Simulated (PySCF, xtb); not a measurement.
SbI₂, SMILES [I][Sb+][I] (connectivity only; charge and spin as stated), charge +1, multiplicity 1.

Harmonic wavenumbers (cm⁻¹) from GFN2-xTB (xtb 6.7.1) at its own minimum, in rising order: 65, 231, 240.

Q: What does PBE-D3(BJ)/def2-SVP in PySCF 2.14.0 give at its own minimum? (The exact figures need the calculation; the answer reports its results.)

A: 66, 215, 224. Paired by order, the mean absolute difference is 11 cm⁻¹ and the zero-point energies are 0.8 and 0.7 kcal/mol.
